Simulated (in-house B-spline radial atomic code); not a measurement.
Configurations of P III (P2+), with energies counted from [Ne] 3s2 3p1. Level of theory: scalar-relativistic (X2C) revTPSS, spin-polarised, spherical fractional occupations, Fermi nucleus of rms radius 3.1889 fm; calculated with an all-electron radial atomic-structure program (B-spline basis). Shells without spins written out take the highest spin.

Occupations are held fixed; configurations that lie above the ionisation limit could autoionise.

| configuration | E - E(ref) (eV) | highest orbital | its <r> (bohr) |
| --- | --- | --- | --- |
| [Ne] 3s2 3d(0 up, 1 down) | 12.777 | 3d down | 2.547 |
| [Ne] 3s(1 up, 0 down) 3p(1 up, 0 down) 3d(0 up, 1 down) | 21.975 | 3d down | 2.681 |
| [Ne] 3s1 3p1 4s1 | 22.487 | 4s up | 3.979 |
| [Ne] 3s1 3p1 4p1 | 25.169 | 4p up | 4.517 |
| [Ne] 3s1 3p1 4f1 | 30.343 | 4f up | 5.694 |
| [He] 2s2 2p5 3s2 3p1 4p1 | 152.3 | 4p up | 4.332 |

(1) Order these further configurations by energy, lowest first.
A. [He] 2s2 2p(2 up, 3 down) 3s2 3p(1 up, 0 down) 4s(1 up, 0 down)
B. [Ne] 3s1 3p2
C. [Ne] 3s2 4p1
D. [Ne] 3s2 4f1
E. [Ne] 3s1 3p1 3d1

(2) How far above the reference does [Ne] 3s2 4d1 lie?

## Answers

(1) B (6.6862 eV), C (17.066 eV), E (19.821 eV), D (22.124 eV), A (149.92 eV).

(2) 20.62 eV; its least bound orbital is 4d up with <r> = 5.699 bohr.
